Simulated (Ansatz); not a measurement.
Born–Oppenheimer molecular dynamics of a periodic cell of 15 atoms, H10SO4 (contents 4 H2O + 1 SH2, density as packed 1.22 g/cm³ with natural masses). It goes on from the last frame of an earlier run, with new velocities.

Method: Ansatz 0.2.0, DFT PBE-D3(BJ), scalar-relativistic, plane waves, PAW. Settings: accuracy low, cutoff 420 eV, k mesh 1x1x1, fermi-dirac smearing 0.05 eV, no spin polarisation.

```json
{"ensemble": "NVT, Nosé–Hoover chain", "time step": "0.5 fs", "steps asked": "400", "set temperature": "300 K", "thermostat": "time constant 200 fs, chain length 3", "seed": "518544"}
```

Frames 2.5 fs apart, positions in Å, forces in eV/Å.

Velocities at 95.0 fs (Å/ps):

```
O 4.29 -3.10 -0.84
H -26.39 23.66 10.17
H 23.62 32.81 17.23
O -3.21 0.78 1.47
H 22.59 19.29 29.19
H -4.28 -1.53 -41.82
O 2.81 1.07 -2.34
H -19.47 12.53 10.62
H -28.10 -27.71 -0.64
O -1.51 3.44 -2.36
H -2.61 2.15 -3.31
H 22.66 21.15 -14.50
S 0.01 -3.56 1.40
H -23.92 16.15 -4.36
H -2.35 -19.82 17.79
```

```xyz
15
Lattice="5.2415 0.0000 0.0000 0.0000 5.2415 0.0000 0.0000 0.0000 5.2415" Properties=species:S:1:pos:R:3:forces:R:3 time_fs=95.0 energy_less_start_eV=-0.157 T=388
O 1.004 1.170 0.795 -1.27 2.37 -0.95
H 1.331 1.774 0.035 0.06 -0.73 0.91
H 1.623 0.445 0.837 1.25 -1.33 0.20
O 5.269 3.638 2.215 -0.36 1.21 0.00
H 4.366 3.958 1.944 0.43 -0.33 0.00
H 5.204 2.684 2.185 -0.07 -0.77 -0.08
O 4.365 0.025 4.391 0.66 1.13 0.92
H 4.880 -0.520 3.784 0.15 -0.71 -0.68
H 5.096 0.536 4.905 -1.14 -0.70 -0.13
O 2.717 4.393 0.996 0.40 0.06 -0.08
H 3.325 4.522 0.197 -0.09 0.17 0.24
H 2.132 3.636 0.822 -0.01 -0.03 0.02
S 2.688 2.607 3.886 -0.80 -0.14 -1.31
H 2.109 3.793 3.539 0.24 -0.20 0.18
H 2.052 2.078 2.761 0.54 0.01 0.76
15
Lattice="5.2415 0.0000 0.0000 0.0000 5.2415 0.0000 0.0000 0.0000 5.2415" Properties=species:S:1:pos:R:3:forces:R:3 time_fs=97.5 energy_less_start_eV=-0.068 T=340
O 1.012 1.167 0.792 -0.93 0.90 0.20
H 1.270 1.811 0.084 0.47 -0.39 0.17
H 1.720 0.488 0.883 0.29 -0.33 -0.11
O 5.262 3.641 2.219 1.65 -0.84 0.44
H 4.413 4.003 2.010 -1.59 0.30 -0.62
H 5.191 2.668 2.079 0.00 0.59 0.05
O 4.371 0.029 4.387 -2.45 -0.26 -0.56
H 4.848 -0.522 3.778 0.66 -1.03 -0.97
H 5.016 0.462 4.914 1.64 1.04 1.57
O 2.715 4.403 0.990 1.33 1.38 0.32
H 3.317 4.533 0.196 0.09 0.27 0.15
H 2.171 3.667 0.783 -1.16 -1.41 -0.22
S 2.687 2.599 3.888 -0.82 1.03 -0.88
H 2.062 3.816 3.536 0.67 -1.13 0.31
H 2.060 2.029 2.824 0.15 -0.14 0.17
15
Lattice="5.2415 0.0000 0.0000 0.0000 5.2415 0.0000 0.0000 0.0000 5.2415" Properties=species:S:1:pos:R:3:forces:R:3 time_fs=100.0 energy_less_start_eV=-0.048 T=328
O 1.016 1.167 0.789 0.18 -1.45 1.64
H 1.238 1.829 0.140 0.84 0.64 -0.99
H 1.832 0.509 0.924 -1.44 0.74 -0.46
O 5.259 3.642 2.224 0.06 -0.35 -0.07
H 4.387 4.057 2.043 -0.02 -0.53 -0.40
H 5.178 2.680 1.976 0.00 0.91 0.31
O 4.370 0.033 4.380 -0.43 -0.95 -1.18
H 4.847 -0.574 3.726 -0.33 0.63 1.04
H 5.011 0.433 4.998 0.77 0.06 0.25
O 2.717 4.417 0.985 -0.40 -0.55 0.17
H 3.315 4.560 0.203 0.40 0.27 -0.31
H 2.157 3.635 0.736 0.34 0.71 0.37
S 2.685 2.592 3.889 0.00 1.08 0.11
H 2.052 3.777 3.549 0.42 -0.74 0.08
H 2.076 1.969 2.896 -0.40 -0.47 -0.57
15
Lattice="5.2415 0.0000 0.0000 0.0000 5.2415 0.0000 0.0000 0.0000 5.2415" Properties=species:S:1:pos:R:3:forces:R:3 time_fs=102.5 energy_less_start_eV=0.086 T=255
O 1.022 1.162 0.792 0.28 -0.20 0.58
H 1.252 1.873 0.149 0.45 -0.36 -0.12
H 1.866 0.567 0.938 -1.40 0.32 -0.44
O 5.257 3.642 2.229 -1.14 1.30 -0.08
H 4.356 4.082 2.053 1.16 -1.01 -0.20
H 5.165 2.739 1.888 -0.02 -0.29 0.11
O 4.367 0.034 4.371 1.20 0.03 0.81
H 4.832 -0.597 3.727 -0.25 0.72 1.18
H 5.052 0.411 5.096 -0.78 -0.87 -1.71
O 2.719 4.429 0.981 -0.28 -0.87 -0.27
H 3.334 4.602 0.195 0.07 0.06 -0.04
H 2.156 3.637 0.709 0.74 1.23 0.50
S 2.683 2.587 3.890 0.79 -0.58 0.46
H 2.064 3.700 3.566 -0.47 0.74 -0.45
H 2.071 1.885 2.938 -0.34 -0.22 -0.34
15
Lattice="5.2415 0.0000 0.0000 0.0000 5.2415 0.0000 0.0000 0.0000 5.2415" Properties=species:S:1:pos:R:3:forces:R:3 time_fs=105.0 energy_less_start_eV=0.076 T=260
O 1.027 1.158 0.797 -1.45 2.16 -0.61
H 1.292 1.897 0.149 0.00 -1.12 0.52
H 1.828 0.639 0.929 0.77 -1.18 0.09
O 5.252 3.646 2.235 -0.06 0.56 0.03
H 4.381 4.054 2.049 -0.16 -0.02 -0.26
H 5.151 2.785 1.808 0.24 -0.58 0.11
O 4.367 0.035 4.364 0.23 1.36 2.37
H 4.807 -0.586 3.788 0.74 -0.90 -0.56
H 5.053 0.343 5.102 -0.74 -0.41 -1.55
O 2.719 4.439 0.976 1.69 1.20 -0.06
H 3.356 4.648 0.185 -0.49 -0.20 0.47
H 2.190 3.699 0.707 -0.68 -0.82 -0.23
S 2.682 2.581 3.891 0.63 -1.69 -0.01
H 2.051 3.662 3.558 -0.81 1.16 -0.66
H 2.048 1.790 2.963 0.10 0.48 0.35
15
Lattice="5.2415 0.0000 0.0000 0.0000 5.2415 0.0000 0.0000 0.0000 5.2415" Properties=species:S:1:pos:R:3:forces:R:3 time_fs=107.5 energy_less_start_eV=0.054 T=272
O 1.027 1.160 0.800 -1.47 1.64 -0.11
H 1.335 1.863 0.173 -0.04 -0.26 -0.12
H 1.826 0.647 0.924 0.90 -1.41 0.35
O 5.246 3.652 2.240 0.83 -1.03 -0.42
H 4.396 4.025 2.029 -1.37 0.81 -0.32
H 5.153 2.803 1.738 0.59 0.18 0.72
O 4.368 0.040 4.365 -1.24 -0.07 -0.35
H 4.818 -0.619 3.826 0.18 -0.72 -0.67
H 5.021 0.255 5.029 1.22 0.88 1.08
O 2.726 4.453 0.971 1.47 1.17 0.40
H 3.351 4.682 0.200 -0.36 -0.27 0.15
H 2.190 3.722 0.694 -0.69 -0.89 -0.33
S 2.682 2.572 3.893 -0.36 -0.42 -0.68
H 1.995 3.682 3.513 0.07 -0.38 -0.19
H 2.029 1.722 3.006 0.25 0.75 0.51
15
Lattice="5.2415 0.0000 0.0000 0.0000 5.2415 0.0000 0.0000 0.0000 5.2415" Properties=species:S:1:pos:R:3:forces:R:3 time_fs=110.0 energy_less_start_eV=0.110 T=242
O 1.023 1.168 0.803 0.55 -0.88 1.05
H 1.378 1.815 0.188 0.26 0.74 -0.96
H 1.864 0.579 0.937 -1.43 0.06 0.10
O 5.242 3.655 2.243 -1.08 0.05 -0.87
H 4.348 4.034 1.993 0.60 -0.08 0.23
H 5.187 2.825 1.708 0.54 -0.01 0.69
O 4.366 0.045 4.364 0.04 -1.86 -1.66
H 4.837 -0.688 3.829 -1.09 0.90 0.35
H 5.051 0.214 5.007 1.14 1.08 1.26
O 2.737 4.471 0.967 -0.96 -1.06 0.77
H 3.330 4.702 0.219 0.52 -0.01 -0.94
H 2.158 3.703 0.667 0.88 1.11 0.38
S 2.682 2.562 3.893 -0.60 0.88 -0.67
H 1.942 3.685 3.456 0.66 -1.23 0.19
H 2.023 1.695 3.077 -0.03 0.33 0.08
15
Lattice="5.2415 0.0000 0.0000 0.0000 5.2415 0.0000 0.0000 0.0000 5.2415" Properties=species:S:1:pos:R:3:forces:R:3 time_fs=112.5 energy_less_start_eV=-0.015 T=311
O 1.020 1.173 0.809 1.07 -0.53 0.17
H 1.432 1.800 0.156 -0.18 -0.16 -0.04
H 1.829 0.509 0.957 -1.47 0.53 0.00
O 5.235 3.658 2.243 -1.43 1.08 -0.45
H 4.328 4.041 1.969 1.23 -0.52 0.34
H 5.253 2.845 1.716 0.29 -0.66 0.15
O 4.364 0.044 4.359 2.18 -0.98 0.91
H 4.798 -0.712 3.846 -0.78 0.72 0.18
H 5.138 0.233 5.049 -1.35 0.48 -1.01
O 2.745 4.485 0.966 -0.50 -0.57 0.38
H 3.333 4.720 0.190 0.37 0.04 -0.50
H 2.168 3.737 0.657 0.56 0.61 0.30
S 2.680 2.554 3.893 0.00 1.16 -0.11
H 1.924 3.619 3.409 0.46 -0.79 0.19
H 2.015 1.686 3.151 -0.44 -0.42 -0.50
15
Lattice="5.2415 0.0000 0.0000 0.0000 5.2415 0.0000 0.0000 0.0000 5.2415" Properties=species:S:1:pos:R:3:forces:R:3 time_fs=115.0 energy_less_start_eV=-0.109 T=364
O 1.021 1.177 0.816 0.00 0.81 -0.76
H 1.476 1.778 0.120 -0.45 -0.72 0.73
H 1.713 0.467 0.978 -0.02 -0.04 0.12
O 5.223 3.664 2.242 0.73 -0.12 0.07
H 4.369 4.022 1.961 -0.59 0.04 -0.39
H 5.337 2.832 1.738 -0.05 -0.10 0.28
O 4.369 0.039 4.357 1.10 1.16 2.32
H 4.718 -0.703 3.869 0.49 -1.04 -0.92
H 5.157 0.283 5.042 -1.52 0.10 -1.23
O 2.753 4.498 0.966 1.66 1.49 -0.11
H 3.356 4.740 0.136 -0.34 -0.04 0.76
H 2.204 3.799 0.662 -0.99 -1.45 -0.42
S 2.679 2.547 3.891 0.57 -0.22 0.22
H 1.931 3.512 3.371 -0.37 0.59 -0.26
H 1.983 1.656 3.198 -0.23 -0.46 -0.41
15
Lattice="5.2415 0.0000 0.0000 0.0000 5.2415 0.0000 0.0000 0.0000 5.2415" Properties=species:S:1:pos:R:3:forces:R:3 time_fs=117.5 energy_less_start_eV=-0.176 T=400
O 1.022 1.184 0.821 -1.25 1.32 -0.31
H 1.497 1.718 0.122 -0.01 -0.27 0.34
H 1.594 0.420 1.006 0.92 -0.64 0.21
O 5.214 3.670 2.241 1.83 -0.86 0.34
H 4.379 4.004 1.930 -1.33 0.14 -0.83
H 5.416 2.813 1.776 -0.47 0.51 0.43
O 4.378 0.038 4.362 -0.80 0.10 0.10
H 4.660 -0.740 3.846 0.56 -0.18 -0.25
H 5.095 0.340 4.968 0.35 0.13 0.12
O 2.765 4.515 0.966 0.66 0.13 -0.75
H 3.362 4.758 0.121 -0.49 -0.03 1.01
H 2.197 3.793 0.650 0.07 -0.26 0.07
S 2.678 2.541 3.891 0.23 -1.39 -0.15
H 1.918 3.436 3.319 -0.68 1.15 -0.45
H 1.940 1.601 3.224 0.42 0.16 0.13
15
Lattice="5.2415 0.0000 0.0000 0.0000 5.2415 0.0000 0.0000 0.0000 5.2415" Properties=species:S:1:pos:R:3:forces:R:3 time_fs=120.0 energy_less_start_eV=-0.020 T=316
O 1.018 1.195 0.824 -1.24 -0.66 1.21
H 1.520 1.643 0.139 0.78 0.49 -0.69
H 1.520 0.347 1.044 0.19 0.77 -0.20
O 5.210 3.674 2.241 -0.46 0.63 -0.10
H 4.326 3.988 1.858 0.89 -0.73 0.07
H 5.470 2.818 1.836 -0.51 -0.07 -0.02
O 4.383 0.036 4.368 -2.37 -2.02 -2.28
H 4.636 -0.785 3.811 0.43 1.39 0.82
H 5.056 0.410 4.904 2.10 0.60 1.26
O 2.780 4.533 0.963 -1.16 -1.58 0.00
H 3.343 4.775 0.159 0.20 0.23 -0.11
H 2.193 3.771 0.641 1.14 0.98 0.49
S 2.678 2.532 3.890 -0.88 -0.70 -1.07
H 1.870 3.420 3.245 0.21 0.19 0.27
H 1.920 1.554 3.255 0.69 0.47 0.35
15
Lattice="5.2415 0.0000 0.0000 0.0000 5.2415 0.0000 0.0000 0.0000 5.2415" Properties=species:S:1:pos:R:3:forces:R:3 time_fs=122.5 energy_less_start_eV=-0.032 T=321
O 1.010 1.204 0.832 -0.40 -0.83 0.38
H 1.581 1.591 0.127 0.13 0.17 0.15
H 1.461 0.315 1.071 -0.06 1.30 -0.29
O 5.206 3.679 2.240 -1.03 0.97 -0.33
H 4.316 3.934 1.787 1.29 -0.57 0.56
H 5.495 2.820 1.897 -0.32 -0.51 -0.28
O 4.382 0.029 4.367 -0.09 0.40 0.23
H 4.638 -0.759 3.816 0.68 0.64 0.25
H 5.117 0.502 4.896 -0.48 -0.95 -0.56
O 2.791 4.545 0.961 -0.96 -0.86 1.46
H 3.337 4.807 0.191 0.87 0.46 -1.09
H 2.247 3.795 0.656 0.24 -0.14 -0.04
S 2.677 2.522 3.887 -1.10 0.30 -1.35
H 1.833 3.418 3.186 0.81 -0.48 0.83
H 1.938 1.532 3.305 0.41 0.11 0.08
```

Of the whole run (200 fs, mean temperature of the second half 292 K): The conserved energy stayed within 0.22 meV per atom of its start (net change 0.11 meV per atom), so the integration is sound. A run of 0.2 ps of so small a system gives no equilibrium averages. Limits of this set-up: coarse k mesh, low accuracy level.

The run took 2.7 min on 1 CPU thread of a shared host.
